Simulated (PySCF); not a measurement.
Al(Cl)(SeH)2 (AlClH₂Se₂), SMILES [Cl][Al]([SeH])[SeH].

The structure is a stationary point at B3LYP-D3(BJ)/def2-SVP. The structure was generated by enumeration; whether it is a known compound was not checked. The values are those of a single conformer.

Computed with B3LYP-D3(BJ)/def2-SVP in PySCF.

Frequencies are harmonic and unscaled.

| mode | ν (cm⁻¹) | IR (km/mol) | moving atoms (share of kinetic energy) |
|---|---|---|---|
| 1 | 91 | 3.4 | Se 62 %, Cl 19 %, Al 14 % |
| 2 | 104 | 3.7 | Cl 60 %, Se 36 % |
| 3 | 164 | 18.5 | Al 82 % |
| 4 | 170 | 0.0 | H 99 % |
| 5 | 239 | 4.7 | H 93 % |
| 6 | 245 | 1.1 | Se 62 %, Cl 30 % |
| 7 | 472 | 79.5 | Al 72 %, H 16 %, Se 12 % |
| 8 | 548 | 105.4 | Al 44 %, Cl 31 %, H 22 % |
| 9 | 599 | 20.9 | H 83 %, Al 12 % |
| 10 | 643 | 28.4 | H 73 %, Al 22 % |
| 11 | 2404 | 7.9 | H 99 % |
| 12 | 2408 | 17.6 | H 99 % |
